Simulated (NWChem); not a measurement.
Molecule: CH$_{4}$OPbS, singlet; SMILES C[O][Pb][SH]

```xyz
8

Pb    -0.1944    -0.5371     0.0000
O      1.8259     0.0280     0.0000
C      2.3759     1.3042     0.0000
H      3.0179     1.4547    -0.8898
H      1.6239     2.1189     0.0000
H      3.0179     1.4547     0.8898
S     -1.1361     1.8491     0.0000
H     -2.4059     1.3818     0.0000
```
Atoms are numbered in this order, from 1.

Low-valent species are run as closed-shell singlets; no triplet was tried in these runs. Geometry: optimised at PBE0/def2-SVP. No frequency run checked for a minimum. def2 effective core potentials on Pb; no spin-orbit coupling.

Symmetry labels are those of Cs in the frame above (b1 and b2, or b-type labels, depend on it).

Q: List the 4 lowest vertical singlet excitations from B3LYP/def2-SVPD with def2 effective core potentials on Pb, TDA (NWChem).

A: 
| state | energy (eV) | oscillator strength | symmetry | leading excitation (squared amplitude) |
|---|---|---|---|---|
| S1 | 3.72 | 0.002 | a" | HOMO−2 → LUMO (0.97) |
| S2 | 3.79 | 0.039 | a' | HOMO → LUMO (0.91) |
| S3 | 3.82 | 0.016 | a" | HOMO−1 → LUMO (0.97) |
| S4 | 4.32 | 0.032 | a' | HOMO−3 → LUMO (0.88) |
